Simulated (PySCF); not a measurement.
**Interval between two levels of La(2+) by level of theory**

La(2+) [Xe] 5d1 [2D5/2, M_J = 5/2] → La(2+) [Xe] 6p1 [2P3/2, M_J = 3/2], as a difference of total energies. All numbers are calculated (PySCF 2.14, the two-component X2C-1e Hamiltonian, in x2c-TZVPall-2c (11s11p10d2f, 108 functions)). Correlated levels: [Ar] 3d10 frozen; the 18 highest virtual spinors dropped. "Screened" scales the spin-orbit matrix elements by Boettger's factors to mimic the two-electron term; Breit and QED terms are absent.

```json
{"method": "GHF (screened spin-orbit)", "interval between two levels (cm⁻¹)": "40157"}
{"method": "GMP2 (screened spin-orbit)", "interval between two levels (cm⁻¹)": "39145"}
```
